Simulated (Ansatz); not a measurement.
Ansatz results at the PBE0-D4/def2-TZVP geometry: HOMO energy (B3LYP/def2-TZVPP) -6.92 eV; size of the dipole moment (ωB97M-V/def2-TZVPP) 1.44 D; zero-point energy (PBE0-D4/def2-TZVP) 126.7 kJ/mol.

Each molecule was computed in one conformer, which needn't be the lowest.

Question: Which molecule gave them?
A. `C[Te]C(C)=S`
B. `BO[SiH2]B`
C. `BO[SiH2]F`
D. `N=C=[CH][GaH2]`

Answer: D. The others give `BO[SiH2]F`: -8.56, 1.26, 121.4; `BO[SiH2]B`: -8.15, 1.21, 164.1; `C[Te]C(C)=S`: -6.12, 1.60, 212.2.

B3LYP here is the variant with VWN-RPA as its local correlation; programs differ in this.
